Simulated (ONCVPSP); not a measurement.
## Before and after: ONCV potential for H

* Element: hydrogen (H)
* Generator: ONCVPSP 4.0.1
* Type: optimised norm-conserving Vanderbilt (ONCV)
* Functional: PBE
* Relativity: scalar-relativistic
* Frozen core: none
* Valence charge: 1
* Reference configuration: 1s0.75 (charge +0.25)
* Partial waves: 1s: rc 1.05 bohr, ncon 5, nbas 8, qcut 5.9 1/bohr, 1 projector
* Local potential: polynomial inside 0.95 bohr (lpopt 3, dvloc0 1 Ha)
* Core correction: none

Change: s: nbas 10.

Cutoffs: the cutoffs (Ha) at which the residual kinetic energy of the hardest occupied pseudo-wave falls to 1 and 0.1 mHa per electron; they do not see the model core or the augmentation charge, which bear on the density cutoff. Errors are all-electron minus pseudo energies relative to the spin-unpolarised reference configuration.

**Question.** Predict the effect on cutoff, ghosts and configuration errors.

**Answer.** The potential gets neither clearly harder nor softer (19 Ha and 107 Ha → 17 Ha and 124 Ha); neither file shows a bound ghost.

```tsv
quantity	base	changed
cutoff, loose	19 Ha	17 Ha
cutoff, tight	107 Ha	124 Ha
bound ghosts	none	none
GHOST(+) flags under 300 eV	none	none
error for 1s1, meV [ΔE -1.99 eV]	+0.1	+0.2
error for 1s0.5, meV [ΔE 2.77 eV]	+0.3	+0.4
s: phases at 1.06 bohr within 0.05 rad from the reference energy up to (Ha; the scan ends near 5)	4.2	4.1
```
